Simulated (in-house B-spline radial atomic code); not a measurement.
Ionising Pr³⁺ with different functionals

Computed with an all-electron radial atomic-structure program (B-spline basis): four-component Dirac-Coulomb Hamiltonian, Fermi nucleus of rms radius 4.8919 fm, spin-restricted, spherical fractional occupations for the functionals, and exact exchange of hybrids averaged over the configuration. The ionisation energy is the difference of two self-consistent energies, [Xe] 4f2 → [Xe] 4f1, without Breit or QED terms; ε is the level of the shell that loses the electron (mean over j). The electron is taken from both j subshells in proportion to 2j + 1, so the result is a j average, not the step between ground levels.

| method | rung | ΔSCF (eV) | -ε(4f) (eV) |
| --- | --- | --- | --- |
| B97-1 | global hybrid | 38.52 | 31.88 |
| BHandHLYP | global hybrid | 37.90 | 34.82 |
| LC-wPBE | range-separated hybrid | 38.71 | 34.93 |
| CAM-B3LYP | range-separated hybrid | 38.55 | 33.80 |

Task: Among the functionals, which spreads more, the ΔSCF values or the orbital energies?

Result: The orbital energies: ΔSCF values span about 0.81 eV and the orbital energies 3.06 eV.

Task: How do they compare with the NIST value?

Result: NIST lists 38.98 eV ± 0.025 (semi-empirical, ground level to ground level). Errors run from -1.08 to -0.27 eV; LC-wPBE is closest (-0.27 eV), but part of that can be cancellation, since the calculations leave out Breit-QED terms, spin polarisation, the choice among j levels, multiplet and fine-structure energies.
